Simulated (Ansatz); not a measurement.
```yaml
crystal:
  periodic: [false, false, false]
  atoms:
    - {symbol: C, position_ang: [-0.949931, 0.172451, 1.184489]}
    - {symbol: S, position_ang: [0.156498, 0.842748, -0.068331]}
    - {symbol: C, position_ang: [1.495471, -0.358852, 0.011342]}
    - {symbol: Cu, position_ang: [-0.810995, 0.550461, -1.952676]}
    - {symbol: F, position_ang: [-1.609401, 0.320195, -3.512650]}
    - {symbol: H, position_ang: [-1.837886, 0.803169, 1.198077]}
    - {symbol: H, position_ang: [-0.458884, 0.217272, 2.157249]}
    - {symbol: H, position_ang: [-1.235687, -0.851173, 0.946472]}
    - {symbol: H, position_ang: [2.222591, -0.079032, -0.749875]}
    - {symbol: H, position_ang: [1.130132, -1.365185, -0.188499]}
    - {symbol: H, position_ang: [1.963591, -0.309053, 0.995101]}
basis:
  gaussian: {orbitals: pcseg-2}
hamiltonian: {xc: {name: CAM-B3LYP}}
smearing: {width: 0.1}
output: {forces: true}
```

```sh
$ ansatz run in.yaml --threads 2 --pin off --events-out ev --progress --plain --max-ram 32768MiB --backend cpu
```

Output, abridged:

```
Error: YAML parse error: error: line 18 column 1: unknown field `smearing`, expected one of crystal, accuracy, basis, kpoints, hamiltonian, magnetization, projection, total_charge, correlation, batch, efield, external_charges, scf, relax, neb, saddle, md, ramp, phonons, dielectric, real_time, elastic, magnetic_configurations, gw, evaluate, workflow, output, checkpoint, execution
16 |   gaussian: {orbitals: pcseg-2}
17 | hamiltonian: {xc: {name: CAM-B3LYP}}
18 | smearing: {width: 0.1}
19 | output: {forces: true}
```

In this input the input holds a key that doesn't belong there. The input was rejected before any iteration.
